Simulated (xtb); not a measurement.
C4H3O, doublet, at a GFN2-xTB geometry; GFN1-xTB (xtb).

Input for xtb:
```
$ xtb mol.xyz --gfn 1 --uhf 1 --json

# file mol.xyz
8

O      0.00320980     0.03712410     1.10077705
C     -0.00470459     1.13278412     0.30613156
C      0.00607725    -1.03890390     0.29073263
C     -0.00668530     0.73246643    -0.98335742
C      0.00019942    -0.67268721    -1.02298200
H     -0.00805670     2.09460371     0.77436666
H      0.01233026    -2.00397519     0.75783522
H      0.00072736    -1.30957797    -1.88156691
```

**Question.** Predict the main parts of the log of this xtb run.

**Answer.** 
```
   ID    Z sym.   atoms
    1    8 O      1
    2    6 C      2-5
    3    1 H      6-8

           -------------------------------------------------
          |                Calculation Setup                |
           -------------------------------------------------

           -------------------------------------------------
          |                 G F N 1 - x T B                 |
           -------------------------------------------------

          ...................................................
          :                      SETUP                      :
          :.................................................:
          :  # basis functions                  26          :
          :  # atomic orbitals                  26          :
          :  # shells                           16          :
          :  # electrons                        25          :
          :  # halogen bonds                     0          :
          :  max. iterations                   250          :
          :  Hamiltonian                  GFN1-xTB          :
          :  restarted?                      false          :
          :  GBSA solvation                  false          :
          :  PC potential                    false          :
          :  electronic temp.          300.0000000     K    :
          :  accuracy                    1.0000000          :
          :  -> integral cutoff          0.2500000E+02      :
          :  -> integral neglect         0.1000000E-07      :
          :  -> SCF convergence          0.1000000E-05 Eh   :
          :  -> wf. convergence          0.2000000E-04 e    :
          :  Broyden damping             0.4000000          :
          :  net charge                          0          :
          :  unpaired electrons                  1          :
          ...................................................

 iter      E             dE          RMSdq      gap      omega  full diag
   1    -14.8027485 -0.148027E+02  0.946E+00    4.21       0.0  T
   2    -14.8238130 -0.210645E-01  0.563E+00    3.80       1.0  T
   3    -14.8228340  0.978959E-03  0.866E-01    4.13       1.0  T
   4    -14.8248103 -0.197629E-02  0.157E-01    3.87       1.0  T
   5    -14.8249833 -0.172962E-03  0.347E-02    3.92       1.0  T
   6    -14.8249896 -0.630898E-05  0.280E-03    3.92      12.6  T
   7    -14.8249897 -0.659492E-07  0.747E-04    3.92      47.4  T
   8    -14.8249897 -0.148697E-08  0.140E-04    3.92     252.6  T
   9    -14.8249897 -0.470060E-10  0.233E-05    3.92    1518.9  T

   *** convergence criteria satisfied after 9 iterations ***

         :::::::::::::::::::::::::::::::::::::::::::::::::::::
         ::                     SUMMARY                     ::
         :::::::::::::::::::::::::::::::::::::::::::::::::::::
         :: total energy             -14.635029425031 Eh    ::
         :: gradient norm              0.009233742963 Eh/a0 ::
         :: HOMO-LUMO gap              3.915823648336 eV    ::
         ::.................................................::
         :: SCC energy               -14.824989662243 Eh    ::
         :: -> electrostatic           0.022957127317 Eh    ::
         :: repulsion energy           0.192224389799 Eh    ::
         :: dispersion energy         -0.002264152588 Eh    ::
         :: halogen bond corr.         0.000000000000 Eh    ::
         :: add. restraining           0.000000000000 Eh    ::
         :: total charge               0.000000000000 e     ::
         :::::::::::::::::::::::::::::::::::::::::::::::::::::

           -------------------------------------------------
          |                Property Printout                |
           -------------------------------------------------

    * Orbital Energies and Occupations

         #    Occupation            Energy/Eh            Energy/eV
      -------------------------------------------------------------
         1        2.0000           -0.8308364             -22.6082
         2        2.0000           -0.7049136             -19.1817
         3        2.0000           -0.6846897             -18.6314
         4        2.0000           -0.6220311             -16.9263
         5        2.0000           -0.6147268             -16.7276
         6        2.0000           -0.6045682             -16.4511
         7        2.0000           -0.5939869             -16.1632
         8        2.0000           -0.5411228             -14.7247
         9        2.0000           -0.5192929             -14.1307
        10        2.0000           -0.5005370             -13.6203
        11        2.0000           -0.4586005             -12.4792
        12        2.0000           -0.4195317             -11.4160
        13        1.0000           -0.3863816             -10.5140 (HOMO)
        14                         -0.2424777              -6.5982 (LUMO)
        15                         -0.1887463              -5.1360
        16                         -0.1109844              -3.0200
        17                         -0.0995536              -2.7090
        18                         -0.0914516              -2.4885
        19                          0.1530933               4.1659
        20                          0.1698825               4.6227
        21                          0.2261071               6.1527
        22                          0.2826065               7.6901
        23                          0.3637567               9.8983
        24                          0.3962016              10.7812
       ...                                ...                  ...
        26                          0.7024177              19.1138
      -------------------------------------------------------------
                  HL-Gap            0.1439039 Eh            3.9158 eV
             Fermi-level           -0.3586932 Eh           -9.7605 eV

  Mulliken/CM5 charges         n(s)   n(p)   n(d)
     1O    -0.33580 -0.41514   1.692  4.644  0.000
     2C     0.18455  0.15943   0.998  2.817  0.000
     3C     0.19081  0.16348   1.000  2.809  0.000
     4C    -0.08125 -0.08404   1.217  2.864  0.000
     5C    -0.07594 -0.12650   1.051  3.025  0.000
     6H     0.03817  0.10215   0.962  0.000  0.000
     7H     0.04051  0.10457   0.959  0.000  0.000
     8H     0.03896  0.09604   0.961  0.000  0.000

Wiberg/Mayer (AO) data.
largest (>0.10) Wiberg bond orders for each atom

 ---------------------------------------------------------------------------
     #   Z sym  total        # sym  WBO       # sym  WBO       # sym  WBO
 ---------------------------------------------------------------------------
     1   8 O    2.333 --     3 C    1.087     2 C    1.065
     2   6 C    3.878 --     4 C    1.643     1 O    1.065     6 H    0.973
                             3 C    0.166
     3   6 C    3.881 --     5 C    1.594     1 O    1.087     7 H    0.968
                             2 C    0.166
     4   6 C    3.135 --     2 C    1.643     5 C    1.318
     5   6 C    3.984 --     3 C    1.594     4 C    1.318     8 H    0.977
     6   1 H    1.011 --     2 C    0.973
     7   1 H    1.006 --     3 C    0.968
     8   1 H    1.005 --     5 C    0.977
 ---------------------------------------------------------------------------

Topologies differ in total number of bonds
Writing topology from bond orders to xtbtopo.mol

 dipole moment from electron density (au)
     X       Y       Z
   0.0009  -0.2089  -0.0414  total (Debye):    0.541

           -------------------------------------------------
          | TOTAL ENERGY              -14.635029425031 Eh   |
          | GRADIENT NORM               0.009233742963 Eh/α |
          | HOMO-LUMO GAP               3.915823648336 eV   |
           -------------------------------------------------

normal termination of xtb
```
